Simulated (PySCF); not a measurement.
A species of formula C4H9NOSi has this rotational fingerprint, computed with PBE0/def2-SVPD in PySCF (dipole) on a GFN2-xTB geometry, gas phase:

| Item | Value |
| --- | --- |
| Rotational constants | A = 3893, B = 1357, C = 1025 MHz |
| Dipole components | \|μa\| = 1.78 D, \|μb\| = 0.95 D, \|μc\| = 0.04 D |
| Inertial defect | -9.24 u·Å² |
| κ | -0.77 |

Problem. Which candidate fits, each taken in the one conformer that was computed?
A. `[CH:1]#[C:2][Si@:3]([CH3:4])([OH:5])[NH:6][CH3:7]` with C2–Si3–O5–H 64°, C2–Si3–N6–C7 -59°
B. `[CH2:1]=[N:2][C:3](=[CH2:4])[O:5][SiH2:6][CH3:7]` with C1–N2–C3–C4 179°, N2–C3–O5–Si6 173°, C3–O5–Si6–C7 -178°
C. `[H]/[N:1]=[CH:2]\[Si@@H:3]1[CH2:4][CH2:5][CH2:6][O:7]1` with N1–C2–Si3–C4 -114°, C2–Si3–C4–C5 -140°, Si3–C4–C5–C6 36°, C4–C5–C6–O7 -36°, C5–C6–O7–Si3 16°
D. `[OH:1][SiH2:2]/[N:3]=[CH:4]\[CH:5]1[CH2:6][CH2:7]1` with H–O1–Si2–N3 -36°, O1–Si2–N3–C4 -141°, N3–C4–C5–C6 146°

Solution. B. It is C=NC(=C)O[SiH2]C, an asymmetric top. The candidates at the same level (rigid rotor, commonest isotopes):

```tsv
SMILES	A (MHz)	B (MHz)	C (MHz)	μa (D)	μb (D)	μc (D)	Δ (u·Å²)	point group	rotor
[H]/N=C\[Si@@H]1CCCO1	5263	1367	1204	2.64	1.46	0.27	-46.03	C1	near-prolate asymmetric top
O[SiH2]/N=C\C1CC1	7279	889.3	879.3	3.02	0.21	0.21	-63.02	C1	near-prolate asymmetric top
C#C[Si@](C)(O)NC	2265	1721	1421	0.55	0.21	0.56	-161.26	C1	asymmetric top
C=NC(=C)O[SiH2]C	3893	1357	1025	1.78	0.95	0.04	-9.24	near Cs	asymmetric top
```

`O[SiH2]/N=C\C1CC1` has A 87 % too high; `C#C[Si@](C)(O)NC` has A 42 % too low; `[H]/N=C\[Si@@H]1CCCO1` has A 35 % too high. No structure here is proved a minimum.
